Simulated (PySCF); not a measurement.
## Distorted geometries of [Eu(H2O)2]3+

[Eu(H2O)2]3+ (singlet in the valence; each metal's 4f electrons, 6 of them, lie in its core potential, out of spins and levels). PySCF 2.14.0, RKS PBE0, Eu lcecp-1-SVP with ECP52, O def2-SVP, H def2-SVP; non-relativistic Hamiltonian with scalar-relativistic core potentials where named; density fitting; no spin-orbit coupling. Relaxed geometry:

```xyz
7

Eu   -0.1894    1.0834    0.0071
O     0.0754   -0.1750    1.8564
H     0.5236    0.0739    2.7081
H    -0.2469   -1.0957    2.0435
O    -0.0349   -0.1671   -1.8588
H     0.2985   -1.0959   -1.9672
H    -0.2767    0.0878   -2.7890
```

Problem. Order these distorted geometries by energy above the relaxed one, lowest first.
A.
```xyz
7

Eu   -0.2785    1.0200   -0.0396
O     0.0793   -0.1250    1.9536
H     0.4885    0.1617    2.7494
H    -0.2042   -1.1314    2.0129
O     0.0442   -0.1343   -1.9454
H     0.3155   -1.1088   -1.8409
H    -0.2953    0.0292   -2.8901
```
B.
```xyz
7

Eu   -0.2596    1.0358    0.0298
O     0.0119   -0.1670    1.9971
H     0.5314    0.2213    2.6352
H    -0.2083   -1.1336    2.0753
O    -0.1495   -0.0919   -1.7665
H     0.4690   -1.1754   -2.2036
H    -0.2455    0.0222   -2.7674
```
C.
```xyz
7

Eu   -0.1871    1.1442   -0.0193
O     0.0780   -0.1574    1.8226
H     0.5900    0.0715    2.6886
H    -0.3687   -1.0580    2.0612
O     0.1096   -0.1940   -1.7694
H     0.3298   -1.1666   -1.9936
H    -0.4022    0.0717   -2.7900
```

Solution. A (0.38 eV), C (0.65 eV), B (1.86 eV).

Problem. Which forces (eV/Å) act in the one that lies 1.86 eV up?

Solution. 
```
Eu  -0.29  0.45  1.11
O   -2.74 -1.19 -5.21
H    2.38  0.84  3.95
H    0.46  0.45  1.02
O    2.95 -4.84 -3.93
H   -1.94  3.17  2.40
H   -0.82  1.12  0.68
```
Forces carry noise of the integration grid, about 0.01 to 0.03 eV/Å.

An lcecp potential fixes the number of 4f electrons, so in runs with it no electron can move into or out of that shell.
